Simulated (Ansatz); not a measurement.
```yaml
crystal:
  periodic: [false, false, false]
  atoms:
    - {symbol: O, position_ang: [-1.755969, 0.671687, -0.830019]}
    - {symbol: Si, position_ang: [-0.893922, 0.764436, 0.574115]}
    - {symbol: Si, position_ang: [0.723540, -0.930175, 0.476184]}
    - {symbol: S, position_ang: [1.410046, -0.896398, -1.571922]}
    - {symbol: H, position_ang: [-1.258027, 0.354912, -1.589658]}
    - {symbol: H, position_ang: [-1.853881, 0.629170, 1.697850]}
    - {symbol: H, position_ang: [-0.192728, 2.075076, 0.708141]}
    - {symbol: H, position_ang: [0.143595, -2.290648, 0.618871]}
    - {symbol: H, position_ang: [1.858576, -0.782540, 1.426632]}
    - {symbol: H, position_ang: [1.901970, 0.353279, -1.507195]}
basis:
  gaussian: {orbitals: aug-cc-pVTZ}
hamiltonian: {xc: {name: B2PLYP}, pseudopotentials: {relativity: scalar}}
multiplicity: 3
```

```sh
$ ansatz run in.yaml --threads 2 --pin off --events-out ev --progress --plain --max-ram 4352MiB
```

Shortened log:

```
Error: YAML parse error: error: line 17 column 1: unknown field `multiplicity`, expected one of crystal, accuracy, basis, kpoints, hamiltonian, magnetization, projection, total_charge, correlation, batch, efield, external_charges, scf, relax, neb, saddle, md, ramp, phonons, dielectric, real_time, elastic, magnetic_configurations, gw, evaluate, workflow, output, checkpoint, execution
15 |   gaussian: {orbitals: aug-cc-pVTZ}
16 | hamiltonian: {xc: {name: B2PLYP}, pseudopotentials: {relativity: …
17 | multiplicity: 3
```

(1) What is wrong with this run?

## Answers

(1) The input holds a key that doesn't belong there. The input was rejected before any iteration.
